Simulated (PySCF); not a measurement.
Lowest singlet excitation (eV) of eight silicon and germanium compounds: TDDFT-PBE beside TDDFT-LC-ωPBE, computed with PySCF for isolated molecules in the bases named; differences from unrounded values. The eight are the first of their class met in an unordered collection, after screening for sound electronic states; none was chosen by its value. Each molecule has one DFT geometry for both levels.

```tsv
molecule	basis	TDDFT-LC-ωPBE	TDDFT-PBE	difference
CH₈FNOSi₂, SMILES N[SiH2][Si@@H](O)CF	def2-SVPD	5.87	4.36	-1.52
C3H8ClFSi, SMILES [Si@@H](F)(Cl)CCC	def2-SVPD	8.36	7.08	-1.29
Si(OH)2(SH)2 (H4O2S2Si), SMILES O[Si](O)(S)S	def2-SVPD	6.48	5.51	-0.96
C2H5ClOSi, SMILES C=CO[SiH2]Cl	def2-SVPD	7.00	5.21	-1.79
C₄H₉NSi, SMILES [SiH3]N1CC=CC1	def2-SVPD	6.16	4.21	-1.95
silacyclobutane (C3H8Si), SMILES C1C[SiH2]C1	def2-SVPD	7.53	6.32	-1.20
C2H4ClFSi2, SMILES C#C[SiH2][Si@H](F)Cl	def2-SVPD	5.93	5.46	-0.47
CH₇ClN₂Si, SMILES NC[Si@@H](N)Cl	def2-SVPD	6.58	4.95	-1.63
```

TDDFT-PBE lies below TDDFT-LC-ωPBE in 8 and above it in 0 of the eight; the mean signed difference is -1.35 and the largest -1.95 eV.
